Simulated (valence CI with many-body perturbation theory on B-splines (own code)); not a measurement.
**Level structure of Re²⁺**

Level of theory: valence CI with perturbative core correlation (CI+MBPT): five valence electrons over a frozen Dirac-Fock core [Xe] 4f14, a basis of 7 s, 7 p, 8 d, 6 f, 4 g, 1 h functions for each j, with the one-electron correlation potential Σ1 (screened to all orders), the two-electron term Σ2, the three-electron term Σ3, Breit, model QED; selected single and double excitations, second order for the rest (own B-spline code, finite nucleus).

Set against measurement, 66 paired levels are off by 1080 cm⁻¹ on average, the worst by 1839. These come from a selection out of Brasseur, Gamrath and Quinet, At. Data Nucl. Data Tables 157, 101636 (2024). Levels without a partner in it may be off by more, other configurations by 1,000 to 8,000 cm⁻¹. Among the levels kept, up to 2800 cm⁻¹ of a level comes from second order outside the variational space, and about a tenth of that is noise between levels of different J, which matters for small intervals. 3 measured levels below the end of the list, from 41405 cm⁻¹ on, found no clear computed partner.

Levels 136 to 180 of 215, with energies above the lowest level, 5d⁵ ⁶S_5/2. "Leading %" is the weight of the configuration and term that name the level; weights of strongly mixed levels are sums over their largest components and can fall short. In the jj column 3d3/2^4 stands for four electrons in 3d with j = 3/2.

| No. | Configuration | Term | J | E (eV) | Leading % | Second component | Leading jj |
| --- | --- | --- | --- | --- | --- | --- | --- |
| 136 | 5d⁴6p | ⁴F° | 5/2 | 10.615 | 25 | 19 % 5d⁴6p ⁴P° | 5d3/2^2 5d5/2^2 6p3/2 (45 %) |
| 137 | 5d³6s² | ²G | 9/2 | 10.620 | 56 | 24 % 5d³6s² ²H | 5d5/2^3 6s^2 (67 %) |
| 138 | 5d⁴6p | ⁴H° | 11/2 | 10.696 | 38 | 33 % 5d⁴6p ⁴I° | 5d3/2^2 5d5/2^2 6p1/2 (82 %) |
| 139 | 5d⁴6p | ⁴D° | 1/2 | 10.755 | 75 |  | 5d3/2^3 5d5/2 6p3/2 (42 %) |
| 140 | 5d⁴6p | ⁴H° | 9/2 | 10.777 | 28 | 21 % 5d⁴6p ⁶D° | 5d3/2^2 5d5/2^2 6p1/2 (57 %) |
| 141 | 5d⁴6p | ⁴F° | 7/2 | 10.827 | 39 | 22 % 5d⁴6p ⁶D° | 5d3/2^2 5d5/2^2 6p3/2 (34 %) |
| 142 | 5d⁴6p | ⁴D° | 3/2 | 10.835 | 35 | 15 % 5d⁴6p ⁴F° | 5d3/2^3 5d5/2 6p1/2 (20 %) |
| 143 | 5d⁴6p | ⁴P° | 1/2 | 10.846 | 55 | 14 % 5d⁴6p ²S° | 5d3/2^2 5d5/2^2 6p1/2 (42 %) |
| 144 | 5d⁴6p | ⁴D° | 5/2 | 10.937 | 43 | 6 % 5d⁴6p ²D° | 5d3/2^2 5d5/2^2 6p3/2 (28 %) |
| 145 | 5d³6s² | ²D | 5/2 | 10.950 | 61 | 28 % 5d⁴6s ²D | 5d3/2 5d5/2^2 6s^2 (40 %) |
| 146 | 5d⁴6p | ⁴D° | 3/2 | 10.959 | 49 | 14 % 5d⁴6p ⁴F° | 5d3/2^2 5d5/2^2 6p3/2 (30 %) |
| 147 | 5d⁴6p | ⁴H° | 13/2 | 10.969 | 33 | 30 % 5d⁴6p ²I° | 5d3/2^2 5d5/2^2 6p1/2 (77 %) |
| 148 | 5d⁴6p | ⁴D° | 5/2 | 11.000 | 28 | 13 % 5d⁴6p ⁴G° | 5d3/2^2 5d5/2^2 6p1/2 (41 %) |
| 149 | 5d⁴6p | ⁴I° | 9/2 | 11.047 | 28 | 15 % 5d⁴6p ⁶D° | 5d3/2^2 5d5/2^2 6p1/2 (44 %) |
| 150 | 5d³6s6p | ⁶G° | 3/2 | 11.053 | 66 | 12 % 5d³6s6p ⁴F° | 5d3/2^3 6s 6p1/2 (45 %) |
| 151 | 5d⁴6p | ⁴D° | 5/2 | 11.153 | 20 | 17 % 5d⁴6p ⁴F° | 5d3/2^2 5d5/2^2 6p1/2 (42 %) |
| 152 | 5d⁴6p | ⁴D° | 7/2 | 11.191 | 24 | 12 % 5d⁴6p ⁶P° | 5d3/2 5d5/2^3 6p1/2 (24 %) |
| 153 | 5d⁴6p | ⁴D° | 7/2 | 11.210 | 33 | 17 % 5d⁴6p ²F° | 5d3/2^3 5d5/2 6p3/2 (30 %) |
| 154 | 5d⁴6p | ⁴P° | 3/2 | 11.296 | 26 | 7 % 5d³6s6p ⁶G° | 5d3/2^2 5d5/2^2 6p3/2 (26 %) |
| 155 | 5d⁴6p | ⁴G° | 11/2 | 11.314 | 32 | 12 % 5d⁴6p ²H° | 5d3/2^2 5d5/2^2 6p1/2 (64 %) |
| 156 | 5d⁴6p | ⁴F° | 9/2 | 11.333 | 38 | 12 % 5d⁴6p ⁶D° | 5d3/2^2 5d5/2^2 6p1/2 (27 %) |
| 157 | 5d³6s² | ²P | 3/2 | 11.348 | 43 | 27 % 5d³6s² ²D | 5d5/2^3 6s^2 (63 %) |
| 158 | 5d³6s² | ²F | 5/2 | 11.361 | 77 | 7 % 5d³6s² ²D | 5d3/2 5d5/2^2 6s^2 (43 %) |
| 159 | 5d³6s² | ²F | 7/2 | 11.389 | 83 | 6 % 5d⁴6s ²F | 5d3/2 5d5/2^2 6s^2 (74 %) |
| 160 | 5d³6s6p | ⁶G° | 5/2 | 11.431 | 62 | 7 % 5d³6s6p ⁴F° | 5d3/2^2 5d5/2 6s 6p1/2 (40 %) |
| 161 | 5d⁴6p | ⁴D° | 7/2 | 11.483 | 26 | 10 % 5d⁴6p ⁴F° | 5d3/2^2 5d5/2^2 6p1/2 (29 %) |
| 162 | 5d⁴6p | ²H° | 9/2 | 11.526 | 27 | 19 % 5d⁴6p ⁴F° | 5d3/2^2 5d5/2^2 6p1/2 (40 %) |
| 163 | 5d⁴6p | ⁴D° | 3/2 | 11.532 | 23 | 17 % 5d⁴6p ²P° | 5d3/2^2 5d5/2^2 6p1/2 (35 %) |
| 164 | 5d⁴6p | ²F° | 7/2 | 11.541 | 25 | 16 % 5d⁴6p ⁴H° | 5d3/2^2 5d5/2^2 6p1/2 (37 %) |
| 165 | 5d⁴6p | ⁴P° | 1/2 | 11.553 | 19 | 12 % 5d⁴6p ²P° | 5d3/2^2 5d5/2^2 6p3/2 (33 %) |
| 166 | 5d⁴6p | ⁴D° | 5/2 | 11.604 | 28 | 16 % 5d⁴6p ²F° | 5d3/2^2 5d5/2^2 6p1/2 (26 %) |
| 167 | 5d⁴6p | ⁴F° | 5/2 | 11.649 | 34 | 10 % 5d⁴6p ²D° | 5d3/2^3 5d5/2 6p3/2 (26 %) |
| 168 | 5d⁴6p | ⁴D° | 5/2 | 11.691 | 22 | 11 % 5d⁴6p ⁴F° | 5d3/2^2 5d5/2^2 6p3/2 (24 %) |
| 169 | 5d⁴6p | ²I° | 11/2 | 11.728 | 38 | 21 % 5d⁴6p ⁴G° | 5d3/2^3 5d5/2 6p3/2 (35 %) |
| 170 | 5d⁴6p | ⁴F° | 9/2 | 11.748 | 28 | 22 % 5d⁴6p ⁴H° | 5d3/2^2 5d5/2^2 6p3/2 (30 %) |
| 171 | 5d⁴6p | ⁴F° | 7/2 | 11.752 | 32 | 13 % 5d⁴6p ⁴H° | 5d3/2^2 5d5/2^2 6p1/2 (30 %) |
| 172 | 5d⁴6p | ⁴G° | 7/2 | 11.790 | 44 | 10 % 5d⁴6p ²G° | 5d3/2^2 5d5/2^2 6p3/2 (29 %) |
| 173 | 5d⁴6p | ⁴G° | 5/2 | 11.795 | 19 | 7 % 5d³6s6p ⁶G° | 5d3/2^2 5d5/2^2 6p3/2 (26 %) |
| 174 | 5d⁴6p | ⁴I° | 11/2 | 11.798 | 41 | 32 % 5d⁴6p ⁴G° | 5d3/2^2 5d5/2^2 6p3/2 (46 %) |
| 175 | 5d⁴6p | ⁴D° | 3/2 | 11.832 | 26 | 12 % 5d³6s6p ⁶F° | 5d3/2^2 5d5/2^2 6p3/2 (33 %) |
| 176 | 5d⁴6p | ⁴D° | 1/2 | 11.851 | 19 | 16 % 5d³6s6p ⁶F° | 5d3/2^2 5d5/2^2 6p3/2 (34 %) |
| 177 | 5d³6s6p | ⁶G° | 7/2 | 11.855 | 48 | 5 % 5d⁴6p ²G° | 5d3/2^2 5d5/2 6s 6p1/2 (32 %) |
| 178 | 5d⁴6p | ⁴G° | 9/2 | 11.894 | 25 | 13 % 5d⁴6p ²H° | 5d3/2^2 5d5/2^2 6p3/2 (44 %) |
| 179 | 5d⁴6p | ⁴F° | 3/2 | 11.959 | 50 | 12 % 5d⁴6p ⁴P° | 5d3/2^2 5d5/2^2 6p3/2 (41 %) |
| 180 | 5d⁴6p | ⁴I° | 13/2 | 11.981 | 35 | 23 % 5d⁴6p ⁴H° | 5d3/2^2 5d5/2^2 6p3/2 (72 %) |

Names give the largest LS component (configuration and term), which can be under half, so a name can repeat, a term be missing and a line seem to break the LS rules; names also repeat where a configuration has a term twice.

Where two levels of one J and parity lie close, their mixing, g and order are uncertain.
